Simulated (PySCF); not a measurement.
C4H8NSi2 (doublet state).
Atom-mapped SMILES: `[H]/[C:1]=[CH:2]\[Si@H:3]([NH2:4])[SiH2:5][C:6]#[CH:7]` (hydrogens: H8 on C1; H9 on C2; H10 on Si3; H11, H12 on N4; H13, H14 on Si5; H15 on C7)

Structure used (GFN2-xTB), in Å, numbered top down from 1:
```
atom  x, y, z in Å
C1     0.1631    2.5190   -1.7941
C2     0.4986    1.5560   -1.0123
Si3   -0.3811   -0.1884   -1.0197
N4    -1.9872   -0.1352   -0.3802
Si5    0.8274   -1.6545    0.2947
C6     0.9765   -0.9375    1.9971
C7     1.0434   -0.4282    3.0851
H8    -0.5527    2.6228   -2.5826
H9     1.2755    1.6663   -0.2665
H10   -0.6067   -0.5533   -2.4256
H11   -2.6910    0.4021   -0.8614
H12   -2.1147   -0.0373    0.6146
H13    0.2305   -2.9846    0.4754
H14    2.2034   -1.8443   -0.1887
H15    1.1105    0.0050    4.0423
```

The hyperfine couplings belong to this conformer and change with its torsions.

Method used: PySCF, UKS B3LYP, pcH-1 on C H N Si, non-relativistic, mean-field spin-orbit, GIAO. Isolated species at its GFN2-xTB geometry (one conformer only). The geometry wasn't refined by DFT: couplings that depend on bond lengths, twists or pyramidal angles can differ widely from those at the functional's own minimum. Stability of the SCF solution: not tested.

**Question.** Give the principal g shifts and their parts.

**Answer.** 
```json
{"Δg (ppm)": "relativistic mass correction", "1": "-153", "2": "-153", "3": "-153"}
{"Δg (ppm)": "gauge correction", "1": "22", "2": "9", "3": "-55"}
{"Δg (ppm)": "orbital Zeeman/spin–orbit", "1": "-750", "2": "-43", "3": "830"}
{"Δg (ppm)": "total", "1": "-881", "2": "-187", "3": "622"}
```

So g = 2.00144, 2.00213, 2.00294 and g_iso = 2.00217; the tensor is rhombic: the two nearest values differ by 46 % of g3 − g1. Axes: g2 points within 3° of the C2–Si3 bond.

**Question.** What effective moment and Curie constant follow for a powder?

**Answer.** With the mean of g² = 4.0087 and S(S+1) = 0.75: μ_eff = √(⟨g²⟩S(S+1)) = 1.734 μB and χT = 0.12505·⟨g²⟩·S(S+1) = 0.376 cm³ K/mol (cgs; spin-Hamiltonian part alone).

**Question.** At 93.738 GHz, how far is the centre of the isotropic spectrum from where a free electron (g = 2.002319) resonates?

**Answer.** B = hν/(g μB) with μB/h = 13.99624 MHz/mT gives 3344.81 mT for the free electron and 3345.05 mT at g_iso, 0.25 mT higher.

**Question.** What are the electron Larmor frequencies g μB B/h along the three axes at 350 mT?

**Answer.** 9.8044, 9.8078, 9.8118 GHz for g1, g2 and g3, a range of 7.4 MHz.

**Question.** In a frozen sample, at which fields do the three g values resonate at 9.5, 34, 94 and 263 GHz (hyperfine left aside), and which band first spreads them over more than twice a line width of 1.0 mT?

**Answer.** 
```csv
band,GHz,B(g3) mT,B(g2) mT,B(g1) mT,spread mT
X,9.5,338.88,339.02,339.13,0.25
Q,34.0,1212.83,1213.32,1213.74,0.91
W,94.0,3353.11,3354.47,3355.63,2.52
J,263.0,9381.58,9385.37,9388.62,7.05
```

The spread grows in proportion to the frequency. W band is the first where it exceeds 2.0 mT.

Largest spin populations (Mulliken): C1 (+0.94), C2 (-0.15) and Si3 (+0.09). C1 is the only atom above +0.15. The positive populations add up to 1.15 and the negative ones to -0.15, together 2S = 1.

The HOMO–LUMO gaps are 4.86 eV among the α and 4.92 eV among the β orbitals.
